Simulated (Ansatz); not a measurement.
Ansatz results at the PBE0-D4/def2-TZVP geometry: HOMO energy (PBE/def2-TZVPP) -5.32 eV; HOMO energy (ωB97M-V/def2-TZVPP) -8.40 eV; LUMO energy (PBE0/def2-TZVPP) -2.31 eV.

(1) Which molecule gave them?
A. `[GaH2][GeH2][TeH]`
B. `[GaH2][Te][GeH3]`
C. `CSC(=O)O`
D. `CB[SiH](O)[SiH3]`

Answers

(1) A. The others give `[GaH2][Te][GeH3]`: -5.78, -8.69, -1.68; `CSC(=O)O`: -6.19, -9.62, 0.14; `CB[SiH](O)[SiH3]`: -6.00, -9.20, -1.99.
